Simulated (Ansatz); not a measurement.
`CB(C)C=O` + `[OH][Ge][OH]` → `C[O][Ge][OH]` + `CBC=O`  (substitution at a C–B bond)

Program: Ansatz. Geometries: PBE0-D4/def2-TZVP. ΔE: electronic, gas phase. CCSD(T)/CBS adds triple-zeta CCSD(T) − MP2 to the extrapolated MP2 energy (def2 sets, frozen cores). Functionals use def2-TZVPP. B3LYP here is the variant with VWN-RPA as its local correlation; programs differ in this. For Ge outer-core shells are correlated without core-valence functions, which leaves a few kJ/mol of doubt a bond. Scalar relativity is left out up to krypton. Each species was taken in one conformer, which may not be the lowest.

```
             level  ΔE (kcal/mol)  difference from CCSD(T)/CBS
            PBE-D4           24.1                         -0.4
           PBE0-D4           24.8                          0.3
           ωB97X-V           23.5                         -1.0
           ωB97M-V           24.9                          0.4
            B2PLYP           23.4                         -1.1
               PBE           24.0                         -0.5
            r2SCAN           24.2                         -0.3
              PBE0           24.7                          0.2
             B3LYP           23.0                         -1.5
     HF/def2-TZVPP           21.8                         -2.7
SCS-MP2/def2-TZVPP           23.4                         -1.1
   CCSD/def2-TZVPP           23.8                         -0.7
     HF/def2-QZVPP           21.7                         -2.8
    MP2/def2-QZVPP           25.5                          1.0
      HF/CBS(def2)           21.7                         -2.8
     MP2/CBS(def2)           25.8                          1.3
       CCSD(T)/CBS           24.5                            0
```

Largest T1 diagnostic among the species: 0.016.

In def2-TZVPP, CCSD(T) changes the Hartree–Fock value by +2.0 kcal/mol (the triples alone add −0.1 kcal/mol) and MP2 by +3.3 kcal/mol.
